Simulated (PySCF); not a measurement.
ClH6NSSi2, SMILES N[SiH2]S[SiH2]Cl.

Geometry: B3LYP-D3(BJ)/def2-SVP. The structure was generated by enumeration, and PubChem lists no compound with its InChIKey, so it may never have been made. The values are those of a single conformer.

Two levels are set side by side: PBE/def2-TZVP (PySCF) and B3LYP/def2-TZVP (PySCF). Same geometry, gas phase. Differences are taken from unrounded values.

```
quantity                     B3LYP
---------------------------  -----
orbital gap (eV)              6.89
highest occupied level (eV)  -7.23
lowest empty level (eV)      -0.34
dipole moment (D)             2.37
mean polarisability (bohr³)   90.3
```

**Question.** What does PBE give, and how far is it from B3LYP? (The exact figures need the calculation; the answer reports its results.)

**Answer.** 
```
quantity                       PBE  PBE minus B3LYP
---------------------------  -----  ---------------
orbital gap (eV)              5.28            -1.61
highest occupied level (eV)  -6.24             0.99
lowest empty level (eV)      -0.96            -0.62
dipole moment (D)             2.42             0.05
mean polarisability (bohr³)   93.6              3.3
```

PBE's occupied levels lie high since its potential decays too fast outside the molecule; exact exchange lowers them and widens the gap. Loosely held outer electrons make PBE densities more polarisable. Differences between two approximate levels are no errors against the true value.

Rough cost on one machine, each run with all the roots and properties that it gave: B3LYP against PBE within a factor of 2.
